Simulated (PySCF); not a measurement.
`FC1=C[C@@H]2C=C[C@H]12`. Method used: PBE0-D3(BJ)/def2-SVP geometry optimisation, gas phase (PySCF 2.14.0).

```
atom  x, y, z in Å
F1     1.1992    2.6026   -0.2671
C2     1.0159    1.3122   -0.0739
C3     1.6132    0.2118   -0.5453
C4     0.6287   -0.6790    0.1996
C5    -0.7095   -0.9709   -0.4665
C6    -1.2910    0.1498   -0.0170
C7    -0.0511    0.6261    0.7290
H8     2.4172    0.0104   -1.2527
H9     1.0286   -1.4047    0.9230
H10   -1.0373   -1.7815   -1.1217
H11   -2.2728    0.6075   -0.1580
H12   -0.1177    0.8300    1.8079
```

(1) What is the longest distance between nuclei?

(2) Where is the centre of mass (commonest isotopes), and what is the radius of gyration?

(3) What is the repulsion energy of the bare nuclei, Σ ZA·ZB/RAB?

(4) How far are the heavy atoms from their best plane (unweighted least squares)?

(5) What are the angles F1–C2–C7, C4–C3–H8, C5–C6–H11, C2–C7–C6?

(6) How far apart are these pairs, which share no bond: F1···H12, C2···C6, C7···H11, H8···H9, H9···H12?

Results:

(1) F1···H10, 5.00 Å; the next longest distance is 4.85 Å.

(2) Mass 96.038 u; centre at (0.388, 0.578, -0.073) Å; Rg = √(Σ m r²/M) = 1.669 Å. As Ia + Ib + Ic = 2 Σ m r², the three principal moments sum to 534.8 u·Å².

(3) 274.87 Eh over 66 pairs, with full nuclear charges and distances in bohr; the largest single term is 21.69 Eh (F1 with C2).

(4) 0.380 Å rms; F1 0.25, C2 0.03, C3 0.23, C4 0.41, C5 0.45, C6 0.21, C7 0.69 Å (magnitudes).

(5) From the scalar product of the two bond vectors; for F1–C2–C7 it is -1.2360 Å² over 1.3176 × 1.5013 Å², cos θ = -0.6249. F1–C2–C7 128.7°; C4–C3–H8 133.4°; C5–C6–H11 134.2°; C2–C7–C6 117.4°.

(6) F1···H12 3.030 Å (3 bonds apart); C2···C6 2.584 Å (2 bonds apart); C7···H11 2.392 Å (2 bonds apart); H8···H9 2.943 Å (3 bonds apart); H9···H12 2.663 Å (3 bonds apart).

Whether it is a minimum is left open (no frequencies).

The run took 57 s of wall time on an Arm Neoverse N1 with one thread (shared host), and the process peaked at 0.52 GiB of memory. These figures are those of the optimisation.
